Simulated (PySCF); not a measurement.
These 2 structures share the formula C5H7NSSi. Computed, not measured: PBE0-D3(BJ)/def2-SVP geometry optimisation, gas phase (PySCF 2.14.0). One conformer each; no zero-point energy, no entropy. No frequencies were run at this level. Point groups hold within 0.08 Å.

Problem. Order them by energy at this level, lowest first, and give relative energies in kJ/mol.
A. `[SiH3:1][S:2][c:3]1[cH:4][cH:5][cH:6][cH:7][n:8]1` with Si1–S2–C3–C4 179°
B. `[SiH3:1][S:2][c:3]1[cH:4][cH:5][n:6][cH:7][cH:8]1` with Si1–S2–C3–C4 179°

Solution. A (0.0), B (29.6).

```csv
SMILES,E (Eh),E rel (kJ/mol),dipole (D),point group,"A, B, C (MHz)"
[SiH3]Sc1ccccn1,-936.26499,0.0,2.80,Cs,"3347, 998.9, 776.6"
[SiH3]Sc1ccncc1,-936.25371,29.6,2.01,–,"3649, 866.9, 706.4"
```

Problem. How do the relative energies change in single points at PBE0/pcSseg-1 (no added dispersion term) on the same geometries?

Solution. 
| SMILES | PBE0-D3(BJ)/def2-SVP (kJ/mol) | PBE0/pcSseg-1 (kJ/mol) | shift |
| --- | --- | --- | --- |
| [SiH3]Sc1ccccn1 | 0.0 | 0.0 | 0.0 |
| [SiH3]Sc1ccncc1 | 29.6 | 28.3 | -1.3 |

Each column counts from its own lowest isomer. The order is unchanged; the largest shift is 1.3 kJ/mol.

Problem. As an exercise, what shares would exp(−E/RT) give at 1000 K from these electronic energies alone (no entropy, no degeneracies)?

Solution. RT = 8.314 kJ/mol: [SiH3]Sc1ccccn1 97.2 %, [SiH3]Sc1ccncc1 2.8 %.
